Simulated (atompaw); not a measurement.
# Before and after: PAW (atompaw) potential for Tb (Z = 65)

```json
{"Element": "Tb (Z = 65)", "Generator": "atompaw 4.2.0.5", "Type": "PAW", "Functional": "PBEsol", "Relativity": "scalar-relativistic", "Frozen core": "[Kr] 4d10 4f8", "Valence charge": "11", "Reference configuration": "5s2 5p6 5d1 6s1.5 6p0 (charge +0.5)", "Partial waves": "5s (bound): rc 2.45 bohr; 6s (bound): rc 2.80 bohr; 5p (bound): rc 2.65 bohr; 6p (bound, empty): rc 2.80 bohr; 5d (bound): rc 2.80 bohr; 5d channel at 0.7 Ry: rc 2.80 bohr", "Local potential": "ultrasoft scheme with l = 3 at 1 Ry, radius 2.35 bohr", "Core correction": "smooth core density matched at 2.80 bohr", "Augmentation charge": "sinc compensation charge, radius 2.45 bohr; PAW radius 2.80 bohr; waves and projectors: custom polynom vanderbiltortho"}
```

All-electron outer shells of the reference configuration (PBEsol, scalar-relativistic, ld1.x):

```json
{"shell": "5s", "level (eV)": "-54.36", "outermost node (bohr)": "0.64", "outermost maximum (bohr)": "1.18"}
{"shell": "5p", "level (eV)": "-30.96", "outermost node (bohr)": "0.69", "outermost maximum (bohr)": "1.33"}
{"shell": "4f", "level (eV)": "-12.06", "outermost node (bohr)": "–", "outermost maximum (bohr)": "0.55"}
{"shell": "6s", "level (eV)": "-6.75", "outermost node (bohr)": "1.57", "outermost maximum (bohr)": "3.24"}
{"shell": "5d", "level (eV)": "-5.28", "outermost node (bohr)": "0.77", "outermost maximum (bohr)": "1.92"}
{"shell": "6p", "level (eV)": "-3.45", "outermost node (bohr)": "1.88", "outermost maximum (bohr)": "4.21"}
```

Change: all radii scaled by about 1.12 (s 2.76, p 2.98, d 3.14 bohr); local potential ultrasoft scheme with l = 3 at 1 Ry, radius 2.64 bohr; augmentation sinc compensation charge, radius 2.76 bohr; PAW radius 3.14 bohr; waves and projectors: custom polynom vanderbiltortho; core correction smooth core density matched at 3.14 bohr.

Cutoffs: the cutoffs (Ry, on a coarse ladder) from which the occupation-weighted sum of valence levels, in a spherical-Bessel basis at the reference potential, stays within 10 and 1 mRy of its value at 400 Ry; they do not see the model core or the augmentation charge, which bear on the density cutoff.

Q: What does the change do?

A: The potential gets softer (12 Ry and 21 Ry → 10 Ry and 18 Ry); neither file shows a bound ghost. A larger radius leaves more room for a smooth pseudo-wave, so fewer plane waves are needed.

```csv
quantity,base,changed
"cutoff, loose",12 Ry,10 Ry
"cutoff, tight",21 Ry,18 Ry
loose cutoff by channel (10 mRy a level),"s 8 Ry, p 10 Ry, d 10 Ry","s 6 Ry, p 8 Ry, d 8 Ry"
bound ghosts,none,none
lowest overlap eigenvalue by channel,"s 0.69, p 0.84, d 0.95","s 0.66, p 0.84, d 0.92"
```

 The cutoffs see the waves, projectors and local potential, not the compensation charge or the core.
